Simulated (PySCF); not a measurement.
A single conformation, equivalent nuclei averaged, in vacuum, non-relativistic. σ from GIAO-PBE0/pcSseg-1; geometry: GFN2-xTB; PySCF 2.14.0 with density-fitted response routines.

Chemical shifts δ = σref − σ; ¹H (σref 31.72), ¹³C (σref 186.93) vs TMS, all at this level. Shifts are as computed. Against solution values, carbons near 30 ppm lie about +3 ppm off and those near 130 ppm about +5 ppm; carbons on Cl a further +6 ppm. Of 1309 compounds with measured shifts, 239 miss one by over three times the rms of a fit or turn the order of signals round; such compounds aren't used in these exercises. Carbons bonded to Cl come out too deshielded.

Task: Order these molecules by the shift of their most shielded carbon, lowest δ first.
A. FC(F)C#C[C@@H]1[SiH2][C@@H]1[SiH2]Cl
B. C[C@@H]1[C@@H]2C[C@@]1(C)[SiH2][SiH2]2
C. C=C(Cl)[C@@H](C)[SiH3]
D. FC(F)(F)[SiH2][SiH2][SiH3]

Result: A (0.8 ppm, three-membered-ring carbon), B (13.9 ppm, methyl carbon), C (19.0 ppm, methyl carbon), D (142.6 ppm, CF3 carbon).

Task: Order these molecules by the shift of their most deshielded carbon-bound hydrogen, lowest δ first.
A. C=C(Cl)[C@@H](C)[SiH3]
B. C[C@@H]1[C@@H]2C[C@@]1(C)[SiH2][SiH2]2
C. FC(F)C#C[C@@H]1[SiH2][C@@H]1[SiH2]Cl

Result: B (2.17 ppm, hydrogen on an sp3 CH2 in a ring), A (5.40 ppm, hydrogen on a terminal =CH2 carbon), C (6.57 ppm, hydrogen on a propargylic sp3 CH bonded to 2 F).

Task: How many ¹³C and ¹H signals does each give (equivalence by symmetry and fast rotation, but not about amide C–N or C=N bonds)? `FC(F)C#C[C@@H]1[SiH2][C@@H]1[SiH2]Cl`, `FC(F)(F)[SiH2][SiH2][SiH3]`, `C=C(Cl)[C@@H](C)[SiH3]`, `C[C@@H]1[C@@H]2C[C@@]1(C)[SiH2][SiH2]2`

Result: FC(F)C#C[C@@H]1[SiH2][C@@H]1[SiH2]Cl: 5 C, 7 H; FC(F)(F)[SiH2][SiH2][SiH3]: 1 C, 3 H; C=C(Cl)[C@@H](C)[SiH3]: 4 C, 5 H; C[C@@H]1[C@@H]2C[C@@]1(C)[SiH2][SiH2]2: 6 C, 10 H.
